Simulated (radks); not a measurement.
Values are calculated unless marked as measured or tabulated.
Problem. Valence configurations of the silver ion Ag+ (all share [Kr]). Level of theory: Dirac Kohn-Sham, PBEsol, spin-unpolarised, spherical densities, point nucleus; open shells fill j = l - 1/2 first (a radial shooting solver on a logarithmic mesh with Libxc functionals). Order these by energy: 4d9 5s1; 4d9.5 5s0.5; 4d6 5s2 5p2; 4d7 5s1 5p2; 4d8 5p2; 4d8 5s2; 4d8.5 5s1.5; 4d9 5p1; 4d8.5 5s0.5 5p1; 4d10.

Solution. From the lowest, in eV above it: 4d10 0.000; 4d9.5 5s0.5 2.335; 4d9 5s1 5.176; 4d8.5 5s1.5 8.556; 4d9 5p1 10.557; 4d8 5s2 12.504; 4d8.5 5s0.5 5p1 14.171; 4d8 5p2 24.320; 4d7 5s1 5p2 34.960; 4d6 5s2 5p2 48.162. NIST lists [Kr] 4d10 as the ground configuration; this level of theory agrees among the configurations tried. The energies are those of spherical spin-averaged densities, not of single terms.
